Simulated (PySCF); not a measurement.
Task: What does the PBE0-D3(BJ)/def2-SVP structure of `[SiH3]O[SiH](O[SiH3])O[SiH3]` look like in three dimensions?

Result: 
```xyz
17
H10O3Si4 angstrom
Si    -1.6737   -1.9319    0.8271
O     -0.8754   -1.4632   -0.5511
Si     0.0566   -0.2993   -1.2436
O      1.5890   -0.3878   -0.6532
Si     2.5529   -0.1755    0.6818
O     -0.5773    1.1803   -0.9057
Si    -0.9114    2.2870    0.2856
H     -0.7026   -2.1178    1.9466
H     -2.6683   -0.8884    1.2206
H     -2.3761   -3.2153    0.5524
H      0.0882   -0.5040   -2.6991
H      2.3702    1.2056    1.2243
H      3.9722   -0.3698    0.2768
H      2.1906   -1.1614    1.7429
H     -2.3155    2.7605    0.1315
H     -0.7489    1.6515    1.6303
H      0.0241    3.4425    0.1744
```

Any rigid rotation of these coordinates is as good. Atoms count from 1 in this order. Si3 (oxygen-bound silicon) is tetrahedral (angles from 109.1° to 109.8°). Of the pairs four or more bonds apart, Si5···Si7 is among the closest relative to their van der Waals radii: 4.27 Å, 102 % of the sum of Bondi's values. Si1 (oxygen-bound silicon) is tetrahedral (angles from 108.5° to 110.2°).

Bonds between heavy atoms (Å): Si1–O2 1.660, O2–Si3 1.644, Si3–O4 1.645, O4–Si5 1.660, Si3–O6 1.645, O6–Si7 1.660.

Computed with PySCF 2.14.0, PBE0-D3(BJ)/def2-SVP geometry optimisation, gas phase.

Point group: near Cs, missed by 0.38 Å at most; the miss may be what the optimiser left on a soft mode. Not checked by PBE0-D3(BJ)/def2-SVP frequencies. The numbers are those of one conformer (Si1–O2–Si3–O4 74°, O2–Si3–O4–Si5 -68°, O2–Si3–O6–Si7 66°).

Time: 1.8 min wall. Hardware: Arm Neoverse V2, one thread, no GPU, on a shared host. These figures are those of the optimisation.
